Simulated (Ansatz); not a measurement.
Relaxation of C3H10FNSi (16 atoms, charge 0, multiplicity 1), to a largest force component of 0.015 eV/Å in at most 40 steps.

Level of theory: Ansatz 0.2.0, RKS PBE/def2-SVP.

```xyz
16
Properties=species:S:1:pos:R:3
C -0.622 -1.411 1.126
Si 0.340 0.130 0.667
C 1.078 -0.072 -1.051
N 0.156 -0.203 -2.072
C -0.672 1.673 0.718
F -0.668 2.259 -0.534
H -1.490 -1.484 0.435
H -1.028 -1.260 2.123
H -0.060 -2.258 1.108
H 1.467 0.231 1.667
H 1.758 -0.948 -1.032
H 1.743 0.814 -1.244
H -0.424 -1.097 -1.999
H 0.503 -0.214 -2.969
H -1.709 1.471 0.945
H -0.322 2.418 1.396
```

Question: Where does it end, and by what steps?

Answer: The run converged. The force dipped under the threshold on the way, but the program's further checks kept it going. After 14 steps the energy has fallen by 0.872 eV; F6 moved furthest, 1.30 Å.

```
step  energy less start (eV)  largest force component (eV/Å)  accepted
   0                  0.0000                           4.642       yes
   1                 -0.6222                           1.483       yes
   2                 -0.7140                           0.446       yes
   3                 -0.7410                           0.303       yes
   4                 -0.7721                           0.350       yes
   5                 -0.8083                           0.152       yes
   6                 -0.8351                           0.118       yes
   7                 -0.8575                           0.074       yes
   8                 -0.8125                           0.368        no
   9                 -0.8666                           0.053       yes
  10                 -0.8707                           0.047       yes
  11                 -0.8705                           0.147        no
  12                 -0.8716                           0.011       yes
  13                 -0.8719                           0.017       yes
  14                 -0.8719                           0.005       yes
```

```xyz
16
Properties=species:S:1:pos:R:3
C -0.617 -1.370 1.203
Si 0.419 0.117 0.651
C 1.051 -0.078 -1.136
N -0.083 -0.405 -2.010
C -0.636 1.714 0.660
F 0.187 2.788 0.285
H -1.468 -1.537 0.511
H -1.031 -1.220 2.221
H -0.004 -2.295 1.226
H 1.588 0.314 1.584
H 1.936 -0.763 -1.196
H 1.429 0.933 -1.402
H -0.351 -1.389 -1.885
H 0.181 -0.316 -3.000
H -1.463 1.622 -0.081
H -1.090 1.935 1.653
```

Time of the run: 53 s on 2 threads of Arm Neoverse V1 (shared host), peak memory 0.19 GiB.
